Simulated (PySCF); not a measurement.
Species: C3H5F2Si (doublet state).
Z-matrix (Å and degrees, GFN2-xTB geometry), rows numbered from 1:
```
F 
C   1  1.3359
C   2  1.3734  1  120.60
F   3  1.3578  2  113.64  1  -179.98
C   3  1.3748  2  128.58  1     0.03
Si  5  1.8718  3  122.43  2   179.98
H   2  1.0769  1  114.39  3   180.00
H   5  1.0784  3  115.53  2     0.01
H   6  1.4644  5  109.05  3    60.02
H   6  1.4644  5  109.04  3   -59.91
H   6  1.4627  5  106.76  3  -179.94
```

The hyperfine couplings belong to this conformer and change with its torsions.

The species is `F[CH]/C(F)=C/[SiH3]` [radical].

Level of theory: UKS B3LYP, pcH-1 on C F H Si, non-relativistic, mean-field spin-orbit, GIAO in PySCF 2.14.0. Geometry: GFN2-xTB, one conformer, isolated molecule. A GFN2-xTB geometry isn't a minimum of the functional, and hyperfine couplings can be far from their values at a DFT geometry. The SCF solution wasn't tested for stability. ⟨S²⟩ is 0.775 where a pure state has 0.75.

The Mulliken spin populations are largest on C5 (+0.63), C2 (+0.60) and C3 (-0.23). The positive populations add up to 1.32 and the negative ones to -0.32, together 2S = 1. The angles at C5 add up to 360.0°, so it is planar.

Q: McConnell's relation a(H) = Q·ρ ties the coupling of a proton on a planar π carbon to the spin population of that carbon. What Q do the computed values give?

A: 
```tsv
H	C	ρ(C)	a(H) (G)	a/ρ (G)
H7	C2	+0.601	-16.39	-27.3
H8	C5	+0.630	-12.61	-20.0
```

A least-squares line through the origin gives Q = -23.5 G with Mulliken populations.

Couplings in gauss use g_iso = 2.0032.
